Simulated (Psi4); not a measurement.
CH3AlF (SMILES [CH3][Al][F]), doublet, geometry from GFN2-xTB (such geometries of metal compounds can be far from the true shape) (the spin is typed, not shown lowest); HF/cc-pVDZ (Psi4).

The Psi4 input:
```
memory 2 GB

molecule {
0 2
  Al    0.44002451   -0.09977454    0.26333881
  C    -0.05333652    1.40742987   -0.99749356
  H    -0.86612180    2.02472343   -0.60563875
  H    -0.37041732    1.04109293   -1.97751446
  H     0.81040018    2.05814325   -1.15112478
  F    -0.55268450   -1.36349663    0.69953719
}

set basis cc-pvdz
set reference uhf
set scf_type pk
set puream true
set d_convergence 1e-8

energy('scf')
print_variables()
```

The log (banner, timings and long lists left out):

```
   => Loading Basis Set <=

    Name: CC-PVDZ
    Role: ORBITAL
    Keyword: BASIS

         ---------------------------------------------------------
                                   SCF
               by Justin Turney, Rob Parrish, Andy Simmonett
                          and Daniel G. A. Smith
                              UHF Reference
         ---------------------------------------------------------

  ==> Geometry <==

    Molecular point group: c1
    Full point group: C1

    Geometry (in Angstrom), charge = 0, multiplicity = 2:

       Center              X                  Y                   Z               Mass
    ------------   -----------------  -----------------  -----------------  -----------------
         AL           0.435059155551     0.007483650252     0.186917610973    26.981538530000
         C           -0.058301874449     1.514688060252    -1.073914759027    12.000000000000
         H           -0.871087154449     2.131981620252    -0.682059949027     1.007825032230
         H           -0.375382674449     1.148351120252    -2.053935659027     1.007825032230
         H            0.805434825551     2.165401440252    -1.227545979027     1.007825032230
         F           -0.557649854449    -1.256238439748     0.623115990973    18.998403162730

  Running in c1 symmetry.

  Rotational constants: A =      1.22391  B =      0.17388  C =      0.15666 [cm^-1]
  Rotational constants: A =  36692.02326  B =   5212.72938  C =   4696.61053 [MHz]
  Nuclear repulsion =   87.495316625564342

  Charge       = 0
  Multiplicity = 2
  Electrons    = 31
  Nalpha       = 16
  Nbeta        = 15

  ==> Algorithm <==

  SCF Algorithm Type is PK.
  DIIS enabled.
  MOM disabled.
  Fractional occupation disabled.
  Guess Type is SAD.
  Energy threshold   = 1.00e-06
  Density threshold  = 1.00e-08
  Integral threshold = 1.00e-12

  ==> Primary Basis <==

  Basis Set: CC-PVDZ
    Blend: CC-PVDZ
    Number of shells: 29
    Number of basis functions: 61
    Number of Cartesian functions: 64
    Spherical Harmonics?: true
    Max angular momentum: 2

  ==> Integral Setup <==

  Using in-core PK algorithm.
   Calculation information:
      Number of atoms:                   6
      Number of AO shells:              29
      Number of primitives:            109
      Number of atomic orbitals:        64
      Number of basis functions:        61

      Integral cutoff                 1.00e-12
      Number of threads:                 1

  Performing in-core PK
  Using 3577772 doubles for integral storage.
  We computed 91216 shell quartets total.
  Whereas there are 94830 unique shell quartets.

  ==> DiskJK: Disk-Based J/K Matrices <==

    J tasked:                  Yes
    K tasked:                  Yes
    wK tasked:                  No
    Schwarz Cutoff:          1E-12

  Minimum eigenvalue in the overlap matrix is 2.0950820548E-02.
  Reciprocal condition number of the overlap matrix is 4.1362922198E-03.
    Using symmetric orthogonalization.

  ==> Pre-Iterations <==

  SCF Guess: Superposition of Atomic Densities via on-the-fly atomic UHF (no occupation information).

   -------------------------
    Irrep   Nso     Nmo
   -------------------------
     A         61      61
   -------------------------
    Total      61      61
   -------------------------

  ==> Iterations <==

                        Total Energy        Delta E     RMS |[F,P]|

   @UHF iter SAD:  -379.92017813809150   -3.79920e+02   0.00000e+00
   @UHF iter   1:  -380.89256165002871   -9.72384e-01   8.12965e-03 DIIS/ADIIS
   @UHF iter   2:  -380.98437099267636   -9.18093e-02   4.90310e-03 DIIS/ADIIS
   @UHF iter   3:  -381.01743639575398   -3.30654e-02   6.32556e-04 DIIS/ADIIS
   @UHF iter   4:  -381.01894032496620   -1.50393e-03   2.63738e-04 DIIS/ADIIS
   @UHF iter   5:  -381.01924027022966   -2.99945e-04   7.72757e-05 DIIS
   @UHF iter   6:  -381.01928575453405   -4.54843e-05   3.09871e-05 DIIS
   @UHF iter   7:  -381.01929633927654   -1.05847e-05   1.49068e-05 DIIS
   @UHF iter   8:  -381.01929927917018   -2.93989e-06   5.56447e-06 DIIS
   @UHF iter   9:  -381.01929971390808   -4.34738e-07   1.82850e-06 DIIS
   @UHF iter  10:  -381.01929975366437   -3.97563e-08   5.52162e-07 DIIS
   @UHF iter  11:  -381.01929975633306   -2.66868e-09   1.74664e-07 DIIS
   @UHF iter  12:  -381.01929975659073   -2.57671e-10   4.87832e-08 DIIS
   @UHF iter  13:  -381.01929975661039   -1.96678e-11   1.92845e-08 DIIS
   @UHF iter  14:  -381.01929975661363   -3.24007e-12   6.34920e-09 DIIS
  Energy and wave function converged.

  ==> Post-Iterations <==

   @Spin Contamination Metric:   7.887351475E-03
   @S^2 Expected:                7.500000000E-01
   @S^2 Observed:                7.578873515E-01
   @S   Expected:                5.000000000E-01
   @S   Observed:                5.000000000E-01

    Orbital Energies [Eh]
    ---------------------

    Alpha Occupied:

       1A    -58.512523     2A    -26.246567     3A    -11.222236
       4A     -4.925635     5A     -3.240028     6A     -3.237154
       7A     -3.235469     8A     -1.531003     9A     -0.937452
      10A     -0.664921    11A     -0.611850    12A     -0.604462
      13A     -0.553570    14A     -0.551642    15A     -0.480707
      16A     -0.303898

    Alpha Virtual:

      17A      0.046682    18A      0.135133    19A      0.147829
      20A      0.237205    21A      0.246242    22A      0.258070
      23A      0.307133    24A      0.367382    25A      0.390674
      26A      0.403811    27A      0.421117    28A      0.445528
      29A      0.479637    30A      0.592575    31A      0.686289
      32A      0.723340    33A      0.729962    34A      0.882211
      35A      0.883887    36A      0.909006    37A      0.957732
      38A      1.269416    39A      1.296496    40A      1.328667
      41A      1.625529    42A      1.647015    43A      1.663542
      44A      1.685650    45A      1.788111    46A      1.896736
      47A      1.907947    48A      1.977938    49A      1.983219
      50A      2.235806    51A      2.393522    52A      2.395043
      53A      2.647604    54A      2.751246    55A      2.790559
      56A      2.792808    57A      4.027967    58A      4.029884
      59A      4.050868    60A      4.069920    61A      4.120819

    Beta Occupied:

       1A    -58.508515     2A    -26.244223     3A    -11.215716
       4A     -4.917933     5A     -3.234170     6A     -3.233727
       7A     -3.227224     8A     -1.524061     9A     -0.921436
      10A     -0.651163    11A     -0.604411    12A     -0.602591
      13A     -0.547750    14A     -0.547475    15A     -0.434327

    Beta Virtual:

      16A      0.045121    17A      0.079589    18A      0.147347
      19A      0.170404    20A      0.250516    21A      0.253076
      22A      0.267660    23A      0.351372    24A      0.377626
      25A      0.417834    26A      0.447006    27A      0.456171
      28A      0.472493    29A      0.491170    30A      0.608855
      31A      0.699424    32A      0.727844    33A      0.742753
      34A      0.891275    35A      0.895107    36A      0.930469
      37A      0.960010    38A      1.277158    39A      1.306032
      40A      1.334456    41A      1.626754    42A      1.651076
      43A      1.670105    44A      1.685311    45A      1.799594
      46A      1.898358    47A      1.909344    48A      1.985013
      49A      1.990207    50A      2.238776    51A      2.397062
      52A      2.398829    53A      2.653209    54A      2.752913
      55A      2.793143    56A      2.795570    57A      4.029168
      58A      4.031078    59A      4.054260    60A      4.075501
      61A      4.125415

    Final Occupation by Irrep:
              A
    DOCC [    15 ]
    SOCC [     1 ]
    NA   [    16 ]
    NB   [    15 ]

  @UHF Final Energy:  -381.01929975661363

   => Energetics <=

    Nuclear Repulsion Energy =             87.4953166255643424
    One-Electron Energy =                -703.7553959796834988
    Two-Electron Energy =                 235.2407795975055080
    Total Energy =                       -381.0192997566136910

  UHF NO Occupations:
  HONO-2 :   14  A 1.9998589
  HONO-1 :   15  A 1.9964130
  HONO-0 :   16  A 1.0000000
  LUNO+0 :   17  A 0.0035870
  LUNO+1 :   18  A 0.0001411
  LUNO+2 :   19  A 0.0000833
  LUNO+3 :   20  A 0.0000647

Computation Completed

Properties will be evaluated at   0.000000,   0.000000,   0.000000 [a0]

Properties computed using the SCF density matrix

 Multipole Moments:

 ------------------------------------------------------------------------------------
     Multipole            Electronic (a.u.)      Nuclear  (a.u.)        Total (a.u.)
 ------------------------------------------------------------------------------------

 L = 1.  Multiply by 2.5417464519 to convert [e a0] to [Debye]
 Dipole X            :          0.6450616           -0.2908778            0.3541838
 Dipole Y            :         -5.6039301            6.2833470            0.6794169
 Dipole Z            :          4.1620012           -4.4768694           -0.3148683
 Magnitude           :                                                    0.8283692

 ------------------------------------------------------------------------------------

  Variable Map:
  ----------------------------------------------------------------------------
  "CURRENT ENERGY"           =>    -381.019299756614
  "CURRENT REFERENCE ENERGY" =>    -381.019299756614
  "DD SOLVATION ENERGY"      =>       0.000000000000
  "HF KINETIC ENERGY"        =>     380.913840452588
  "HF POTENTIAL ENERGY"      =>    -761.933140209202
  "HF TOTAL ENERGY"          =>    -381.019299756614
  "HF VIRIAL RATIO"          =>       2.000276858683
  "NUCLEAR REPULSION ENERGY" =>      87.495316625564
  "ONE-ELECTRON ENERGY"      =>    -703.755395979683
  "PCM POLARIZATION ENERGY"  =>       0.000000000000
  "PE ENERGY"                =>       0.000000000000
  "SCF ITERATION ENERGY"     =>    -381.019299756614
  "SCF ITERATIONS"           =>      14.000000000000
  "SCF TOTAL ENERGY"         =>    -381.019299756614
  "TWO-ELECTRON ENERGY"      =>     235.240779597506

  Array Variable Map:
  ----------------------------------------------------------------------------
  "CURRENT DIPOLE"           =>       0.354183820918 ... -0.314868258863 1 by 3
  "SCF DIPOLE"               =>       0.354183820918 ... -0.314868258863 1 by 3
  "SCF TOTAL ENERGIES"       =>    -379.920178138092 ... -381.019299756614 1 by 15
```
